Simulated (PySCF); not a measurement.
Input file for PySCF: R-B3LYP/6-311+G** on HF (SMILES F).

```python
from pyscf import gto, scf, dft, mp
from pyscf.data.elements import chemcore

mol = gto.M(
    atom='''
    F    -0.20220298   -0.42935252   -0.46784282
    H    -0.10078953   -0.77048519    0.39115753
    ''',
    basis='6-311+g**',
    charge=0, spin=0, verbose=3, max_memory=1800)
mf = dft.RKS(mol, xc='b3lyp')
mf.conv_tol = 1e-8
mf.max_cycle = 100
mf.kernel()
if not mf.converged:
    mf = mf.newton().run(mf.mo_coeff, mf.mo_occ)
```

It printed:

```
converged SCF energy = -100.48229263778
```

Self-consistency was reached.

Cost: roughly 0.5 core-seconds.
